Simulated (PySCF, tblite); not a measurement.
Isomers of C5H11OP, one GFN2-xTB conformer each. Single-point energies are computed at PBE0/pcSseg-1 (PySCF, gas phase, no added dispersion term), electronic only.

Problem. Rank them by PBE0/pcSseg-1 energy, lowest first (kcal/mol).
A. `[CH3:1][CH2:2][CH2:3][PH:4][C:5]([CH3:6])=[O:7]` with C1–C2–C3–P4 -179°, C2–C3–P4–C5 65°, C3–P4–C5–C6 -146°
B. `[CH2:1]=[CH:2][CH2:3][P@H:4](=[O:5])[CH2:6][CH3:7]` with C1–C2–C3–P4 -111°, C2–C3–P4–O5 -179°, C3–P4–C6–C7 -175°
C. `[CH2:1]=[CH:2][P@@H:3](=[O:4])[CH2:5][CH2:6][CH3:7]` with C1–C2–P3–O4 -3°, C2–P3–C5–C6 -171°, P3–C5–C6–C7 -64°

Solution. A (0.0), B (1.9), C (3.9).

As drawn, the lowest has a C=O bond, which the highest lacks; the highest has a P=O bond and a C=C bond outside aromatic rings, which the lowest lacks. Neighbours under 2.5 kcal/mol apart (CCCPC(C)=O and C=CC[P@H](=O)CC; C=CC[P@H](=O)CC and C=C[P@@H](=O)CCC) can change places with a better method, another conformer or zero-point energy. GFN2-xTB itself gives, in the same order: 22.8, 0.0, 0.9. GFN2-xTB puts C=CC[P@H](=O)CC lowest instead; measured from each level's own lowest isomer, the values differ by up to 22.8 kcal/mol (CCCPC(C)=O: 22.8 against 0.0).

Problem. Which frontier levels, dipoles and rotational constants go with these structures?

Solution. 
```csv
SMILES,"HOMO (eV, PBE0/pcSseg-1)",LUMO (eV),dipole (D),"A, B, C (MHz)"
CCCPC(C)=O,-6.77,-0.74,2.29,"3490, 1204, 1060"
C=CC[P@H](=O)CC,-7.33,-0.23,3.89,"3222, 1417, 1067"
C=C[P@@H](=O)CCC,-7.70,-0.58,3.54,"5046, 1210, 1111"
```

Problem. What happens when harmonic zero-point energies from GFN2-xTB frequencies are added?

Solution. 
```tsv
SMILES	ZPE (kcal/mol)	electronic (kcal/mol)	with ZPE (kcal/mol)
CCCPC(C)=O	92.8	0.0	0.0
C=CC[P@H](=O)CC	92.3	1.9	1.4
C=C[P@@H](=O)CCC	93.0	3.9	4.1
```

The zero-point energies span 0.7 kcal/mol. The order is unchanged.

Problem. As an exercise, what shares would exp(−E/RT) give at 298.15 K from these electronic energies alone (no entropy, no degeneracies)?

Solution. RT = 0.592 kcal/mol: CCCPC(C)=O 95.7 %, C=CC[P@H](=O)CC 4.2 %, C=C[P@@H](=O)CCC 0.1 %.
